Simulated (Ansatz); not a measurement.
One geometry of the cluster ZnTe₂⁻, several levels of theory.

```yaml
crystal:
  periodic: [false, false, false]
  atoms:
    - {symbol: Zn, position_ang: [-0.569957, -1.223869, -0.129072]}
    - {symbol: Te, position_ang: [1.784788, -0.060457, -0.182655]}
    - {symbol: Te, position_ang: [-1.214832, 1.284325, 0.311728]}
basis:
  gaussian: {orbitals: def2-TZVPD, initial_orbitals: start.molden}
total_charge: -1
magnetization: {spin_polarized: true, initial_magnetization: 3}
hamiltonian: {xc: {name: wB97M-V}}
scf: {omitted_lower_state_checks: [starts]}
output: {orbitals: {seedname: orbitals}}
```

The file start.molden holds the orbitals of an earlier run on this structure, at another level or in another basis.

```sh
$ ansatz run in.yaml --threads 4 --pin off --events-out ev --progress --plain --max-ram 3916MiB
```

It prints (some lines left out):

```
Functional definition: wB97M-V
1470 factors; their error is unknown
311 factors; integrals over basis functions are off by at most 1.3e-4 eV
mean field evaluation 1: about -63004.1488 eV, gradient 5.9e0 eV
mean field evaluation 2: about -63004.2345 eV, gradient 1.4e-1 eV
mean field evaluation 4: about -63004.4764 eV, gradient 2.0e-3 eV
mean field evaluation 8: about -63004.4926 eV, gradient 2.9e-1 eV
mean field evaluation 16: about -63004.4969 eV, gradient 9.4e-2 eV
mean field evaluation 32: about -63004.4853 eV, gradient 1.3e-1 eV
mean field -63004.49715644 eV, -2315.3725645170 hartree, gradient 6.0e-6 eV, S^2 3.773328; 3 other end points of the search recorded, 0 dependent functions left out
reference -63004.49721128 eV, -2315.3725665326 hartree; 41, 38 occupied and 128, 131 virtual orbitals, 1470 factors
Total energy: -63004.49721128 eV, -2315.3725665326 hartree
Checks for a lower state left out: starts
```

Run time 2.2 min (4 threads of AMD EPYC 7R43 on a shared host), peak host memory 1.3 GiB.

First input, but with `hamiltonian: {xc: {name: LC-wPBE}}` (abridged; 17 s):

```
Functional definition: LC-wPBE
mean field evaluation 16: about -63003.8621 eV, gradient 2.5e-5 eV
mean field -63003.86209985 eV, -2315.3492266179 hartree, gradient 6.9e-6 eV, S^2 3.777216
Total energy: -63003.86209986 eV, -2315.3492266182 hartree
Checks for a lower state left out: starts
```

As the first input, with `gaussian: {orbitals: def2-SVPD, initial_orbitals: start.molden}`, `correlation: {method: ccsd_t, frozen_orbitals: {Te: 4, Zn: 9}}`, `scf: {omitted_lower_state_checks: [starts, cluster_reference]}` and without the key `hamiltonian` (abridged; 20 s):

```
Functional definition: HF
mean field evaluation 16: about -62903.0745 eV, gradient 2.6e-6 eV
mean field -62903.07454902 eV, -2311.6453524412 hartree, gradient 2.0e-6 eV, S^2 3.781544
17 core orbitals not correlated: weight in the atoms' cores, before any rotation towards them, 1.000 or more for the frozen orbitals, at most 0.000 for the correlated occupied ones
second order -13.98769996 eV of doubles, -0.00000000 eV of singles
cycle   1  -13.46995176 eV  change    5.2e-1 eV  update   1.3e-1
cycle   2  -13.93254849 eV  change   -4.6e-1 eV  update   5.4e-2
cycle   3  -14.03915985 eV  change   -1.1e-1 eV  update   4.3e-2
cycle   4  -14.05386775 eV  change   -1.5e-2 eV  update   2.9e-2
cycle   5  -14.07679785 eV  change   -2.3e-2 eV  update   2.2e-2
cycle   6  -14.10203262 eV  change   -2.5e-2 eV  update   1.4e-2
cycle   7  -14.11215547 eV  change   -1.0e-2 eV  update   7.6e-3
cycle   8  -14.11537185 eV  change   -3.2e-3 eV  update   4.2e-3
cycle   9  -14.11744640 eV  change   -2.1e-3 eV  update   2.1e-3
cycle  10  -14.11653508 eV  change    9.1e-4 eV  update   1.1e-3
cycle  11  -14.11692070 eV  change   -3.9e-4 eV  update   6.0e-4
cycle  12  -14.11716041 eV  change   -2.4e-4 eV  update   3.0e-4
cycle  13  -14.11710220 eV  change    5.8e-5 eV  update   1.7e-4
cycle  14  -14.11711079 eV  change   -8.6e-6 eV  update   8.8e-5
cycle  15  -14.11712766 eV  change   -1.7e-5 eV  update   4.9e-5
perturbative correction -0.57840799 eV, -0.0212561017 hartree
Total energy: -62917.77008468 eV, -2312.1854034156 hartree
Checks for a lower state left out: starts, cluster_reference
```

As the first input, with `hamiltonian: {xc: r2scan, dispersion: d4}` (abridged; 9 s):

```
Functional definition: r2SCAN
mean field -63014.46698161 eV, -2315.7389488342 hartree, gradient 2.0e-5 eV, S^2 3.769703
Total energy: -63014.49134232 eV, -2315.7398440741 hartree
Checks for a lower state left out: starts
```

First input, but with `hamiltonian: {xc: {name: B2PLYP}}`, `correlation: {frozen_orbitals: {Te: 4, Zn: 9}}` and without the key `output` (abridged; 37 s):

```
Functional definition: B2PLYP
mean field evaluation 16: about -62979.5244 eV, gradient 6.4e-2 eV
mean field -62979.52475627 eV, -2314.4548457379 hartree, gradient 7.7e-6 eV, S^2 3.783331; 1 other end points of the search recorded, 0 dependent functions left out
17 core orbitals not correlated: weight in the atoms' cores, before any rotation towards them, 1.000 or more for the frozen orbitals, at most 0.000 for the correlated occupied ones
second order -42.41811047 eV of doubles, -0.00000000 eV of singles
Total energy: -62990.97777906 eV, -2314.8757365622 hartree
Checks for a lower state left out: starts
```

First input, but with `hamiltonian: {xc: hse06, dispersion: d4}` (abridged; 8.5 s):

```
Functional definition: HSE06
mean field -63002.70163823 eV, -2315.3065804400 hartree, gradient 1.1e-5 eV, S^2 3.767044
Total energy: -63002.81908484 eV, -2315.3108965235 hartree
Checks for a lower state left out: starts
```

The first input with `hamiltonian: {xc: pbe, dispersion: d4}` (abridged; 4.1 s):

```
Functional definition: PBE
mean field -63001.53443874 eV, -2315.2636866500 hartree, gradient 2.0e-5 eV, S^2 3.756796
Total energy: -63001.67496550 eV, -2315.2688509132 hartree
Checks for a lower state left out: starts
```

Geometry: r2SCAN-D4/def2-TZVPD.

In the def2 sets Te takes a core potential; there is no spin–orbit coupling. LC-ωPBE has ω = 0.4 bohr⁻¹. HSE06 is defined as in plane-wave codes, on full-range PBE exchange. Correlated methods freeze 17 core orbitals; core or outer-core shells of Te are correlated, in sets that lack core-valence functions. At PBE0-D4/def2-TZVPD a doublet of charge -1 lies 1.73 eV below the quartet, each at its own geometry. The structure comes from a short search, and lower isomers may exist.
